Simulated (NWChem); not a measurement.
Molecule: H2SeO2; SMILES O[Se]O

```xyz
5

Se     0.3991    -0.0105     0.0000
O     -0.7248    -0.0808    -1.3936
H     -0.9860     0.8248    -1.6068
O     -0.7248    -0.0808     1.3936
H     -0.9860     0.8248     1.6068
```
Atoms are numbered in this order, from 1.

Program: NWChem. Medium grid unless said otherwise, to which SCAN and Minnesota functionals are sensitive. Coordinates come from a PBE0/def2-SVP optimisation. B3LYP is NWChem's, with the RPA form of VWN correlation. Total energies of different functionals are on different scales.

```csv
level,energy (Ha),highest occupied level (eV),orbital gap (eV),dipole (D)
B3LYP/def2-SVP,-2552.7806,-6.10,5.47,2.97
PBE/def2-SVP,-2552.2385,-5.00,3.67,2.88
KT2/def2-SVP,-2564.2077,-5.08,3.61,2.82
PW6B95/def2-SVP,-2553.9931,-6.48,6.14,2.99
BLYP/def2-SVP,-2552.7654,-4.81,3.63,2.85
OLYP/def2-SVP,-2553.3911,-4.89,3.73,2.84
MN15/def2-SVP,-2552.8837,-7.13,7.41,3.03
```
